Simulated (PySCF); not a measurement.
Ga(Cl)(Me)(Vi), C3H6ClGa, SMILES [CH3][Ga]([CH]=C)[Cl], CAM-B3LYP/def2-SVP optimised geometry.

```
11

Ga     0.34     0.28     0.00
Cl     2.50     0.28     0.00
C     -0.52     2.04     0.00
H     -1.61     1.97     0.04
H     -0.23     2.59    -0.91
H     -0.17     2.62     0.86
C     -0.49    -1.48     0.00
C     -1.82    -1.63     0.00
H      0.14    -2.38    -0.01
H     -2.29    -2.62     0.00
H     -2.50    -0.78     0.01
```

Density from CAM-B3LYP/def2-TZVP run with PySCF at that geometry.

Minimum of the electron density along straight lines between bonded atoms, close to the bond critical point (lines longer than 1.1 times the sum of covalent radii, or with two minima, are not listed):

```csv
bond,length / Å,ρ at the minimum / e bohr⁻³,∇²ρ there / e bohr⁻⁵,position (fraction from the first atom)
Ga1–Cl2,2.168,0.092,0.26,0.44
Ga1–C3,1.952,0.119,0.19,0.48
C3–H4,1.099,0.269,-0.89,0.64
C3–H5,1.100,0.267,-0.88,0.64
C3–H6,1.100,0.268,-0.88,0.64
Ga1–C7,1.941,0.121,0.22,0.48
C7–C8,1.337,0.350,-1.07,0.49
C7–H9,1.096,0.277,-0.96,0.65
C8–H10,1.096,0.279,-0.98,0.65
C8–H11,1.096,0.279,-0.98,0.65
```
